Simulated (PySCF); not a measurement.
## Structure from NMR data

The spectra below were simulated for a compound C6H7N3Si.

¹H NMR (500 MHz, computed): δ 9.03 (d, 1H), 8.19 (d, 1H), 7.49 (m, 1H), 7.21 (m, 1H), 4.78 (s, 3H).

¹³C{¹H} NMR (computed): δ 147.6, 129.9, 129.6, 129.4, 125.1, 119.3.

Calculated, not measured (PySCF 2.14.0 with density-fitted response routines): GIAO PBE0/pcSseg-1 shieldings, structure optimised with GFN2-xTB. Gas phase, one averaged value for each set of equivalent atoms, single conformer, non-relativistic Hamiltonian.

References, each an isolated molecule treated in the same way: ¹H and ¹³C against TMS.

Question: Which of these isomers gave the spectra?
A. [SiH3]c1cccc2nn[nH]c12
B. [SiH3]n1nc2ccccc2n1
C. [SiH3]c1nnn2ccccc12
D. [SiH3]c1ccc2n[nH]nc2c1

Answer: C. 

1. Rings plus π bonds: 6 (2 rings in the answer).
2. 6 carbon signals for 6 carbons: no two carbons are equivalent.
3. Carbon types of the structure: 2 × C, 4 × CH, leaving 3 H on heteroatoms.
4. δC 147.6: ring-fusion aromatic carbon.
5. δC 129.9: aromatic CH next to a ring nitrogen.
6. δC 129.6, 125.1, 119.3: aromatic CH.
7. δC 129.4: substituted aromatic carbon next to a ring nitrogen.
8. δH 9.03: hydrogen on an aromatic CH next to a ring nitrogen; ring current plus the neighbouring ring nitrogen.

The others: [SiH3]c1ccc2n[nH]nc2c1 would give 4 signals for carbon-bound and other non-exchanging H, not 5; [SiH3]c1cccc2nn[nH]c12 would give 4 signals for carbon-bound and other non-exchanging H, not 5; [SiH3]n1nc2ccccc2n1 would give 3 carbon signals, not 6.

Shifts are as computed. Against solution values, carbons near 30 ppm lie about +3 ppm off and those near 130 ppm about +5 ppm. Of 1211 compounds with measured shifts, 218 miss one by over three times the rms of a fit or turn the order of signals round; such compounds aren't used in these exercises. Multiplicities follow the n + 1 count of equivalent neighbours, as no J values were calculated; m marks all less simple cases, F and P coupling included.
